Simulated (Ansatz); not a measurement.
`[SeH][SiH]1CS1` and `C[SiH]1CS1` differ in one atom or group.

Ansatz, PBE0-D4/def2-TZVP geometries, multiplicity 1. Each molecule was computed in one conformer, which needn't be the lowest.

Scalar relativity is left out up to krypton.

```
                                      property  `[SeH][SiH]1CS1`
             HOMO energy (PBE/def2-TZVPP) / eV             -5.85
         LUMO energy (ωB97M-V/def2-TZVPP) / eV              1.29
            LUMO energy (PBE0/def2-TZVPP) / eV             -0.62
             LUMO energy (PBE/def2-TZVPP) / eV             -1.50
            HOMO energy (PBE0/def2-TZVPP) / eV             -7.01
size of the dipole moment (PBE/def2-TZVPP) / D              1.26
```

Give the same properties after the change, and the shifts. (Best estimate.)

Ansatz gave: 
| property | `C[SiH]1CS1` | shift |
| --- | --- | --- |
| HOMO energy (PBE/def2-TZVPP) / eV | -5.57 | 0.28 |
| LUMO energy (ωB97M-V/def2-TZVPP) / eV | 1.93 | 0.64 |
| LUMO energy (PBE0/def2-TZVPP) / eV | 0.21 | 0.83 |
| LUMO energy (PBE/def2-TZVPP) / eV | -0.64 | 0.86 |
| HOMO energy (PBE0/def2-TZVPP) / eV | -6.77 | 0.24 |
| size of the dipole moment (PBE/def2-TZVPP) / D | 2.25 | 0.99 |

With PBE0 the HOMO rises by 0.24 eV and the LUMO rises by 0.83 eV, so the gap widens by about 0.59 eV. PBE moves the HOMO by 0.28 eV and ωB97M-V by 0.18 eV. Dipoles are sizes alone; their direction can turn.

Spin–orbit coupling is left out; it splits and shifts lone-pair levels of the heavy atoms by tenths of an eV.
